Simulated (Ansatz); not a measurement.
# Match the barriers

Saddle point of BNH6SO2, closed shell (BNH₄O₂ ([NH2][B]([OH])[OH]) + H₂S → BH₃SO₂ ([OH][B]([OH])[SH]) + NH₃ (still joined by a long B–N bond); bonds formed: B1–S6, N2–H5; bonds broken: H5–S6; bonds weakened to dative contacts: B1–N2), PBE0-D4/def2-TZVP structure:

```
11
angstrom
B -0.5656 -0.1361 -0.3219
N 0.2166 1.1844 -0.1770
O -0.3161 -0.7497 -1.5046
O -1.6924 -0.3710 0.4109
H 0.9422 0.7157 0.5919
S 1.3009 -0.8191 1.5120
H 0.6917 1.4662 -1.0281
H -0.3144 1.9573 0.2089
H -0.7848 -1.5852 -1.5793
H -1.5438 -0.3454 1.3588
H 2.0658 -1.3170 0.5285
```

Program: Ansatz 0.2.0. Basis: def2-TZVPP, with def2-QZVPP for the basis limit. Cores are frozen in the correlated methods. Extrapolation: Hartree–Fock as exp(−7.88 √X), correlation as X^−2.97. Four methods, as single points on the PBE0-D4 structures, gave these electronic barriers from the start structure: 92.0, 101.9, 122.1, 157.8 kJ/mol.

Problem. The methods were, in alphabetical order, CCSD(T), HF, PBE-D4, PBE0-D4. Which gave which? (A judgement: the text doesn't fix the answer.)

Solution. Computed: PBE-D4 92.0; PBE0-D4 101.9; CCSD(T) 122.1; HF 157.8 kJ/mol. For comparison, CCSD(T) at an estimated basis limit (MP2 extrapolated from triple and quadruple zeta, plus CCSD(T) − MP2 in triple zeta) gives 118.7 kJ/mol.

T1 diagnostic: at most 0.013.

Labels in which every atom is bracketed show which atoms are joined, not bond orders.

For scale, one of the runs: CCSD(T)/def2-TZVPP, 250 basis functions, launched by `ansatz run in.yaml --threads 8 --pin off --events-out ev --progress --plain --max-ram 19148MiB`. Hardware: 8 CPU threads of an Arm Neoverse V1, shared host. Wall time 99 s; peak host memory 5.6 GiB.
